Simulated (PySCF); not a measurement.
Ta(NH)(F)(Cl)2 (Cl₂FHNTa), SMILES [F][Ta](=[NH])([Cl])[Cl], multiplicity 1.

Geometry: B3LYP-D3(BJ)/def2-SVP. The multiplicity is an assumed one; no other spin state was optimised. The structure was generated by enumeration; whether it is a known compound was not checked. The def2 effective core potentials stand for the cores of Ta; spin–orbit coupling is left out.

The numbers are results of CAM-B3LYP/def2-TZVP run with PySCF, not measurements.

Gas-phase values at a fixed geometry.

Computed frontier levels, gap, dipole moment and polarisability:
```yaml
highest_occupied_level: -9.93 eV
lowest_empty_level: -1.16 eV
orbital_gap: 8.77 eV
dipole_moment: 1.02 D
quadrupole, principal values (traceless, Buckingham form, about the centre of nuclear charge): -5.21, -3.50, 8.70 D·Å
mean_static_polarisability: 67.4 bohr³ (9.99 Å³)
polarisability_principal_values: 55.5, 71.6, 75.2 bohr³
```
